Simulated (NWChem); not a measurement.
Two isomers of C₂H₆F₂Si, each optimised at PBE0/def2-SVP with NWChem. Flexible species stand in one conformer each, which need not be the lowest. 

A: C(F)(F)C[SiH3]
B: FC[SiH2]CF

Problem. Which is lower in energy, by how much, and how do their other properties compare?

Solution. A is lower by 19.3 kcal/mol in electronic energy; with zero-point energies, B − A = 20.0 kcal/mol.
```csv
,A,B
highest occupied level (eV),-9.16,-8.39
orbital gap (eV),10.39,9.53
dipole (D),2.15,1.47
highest harmonic frequency (cm⁻¹),3149,3119
zero-point energy (kcal/mol),47.7,48.3
```
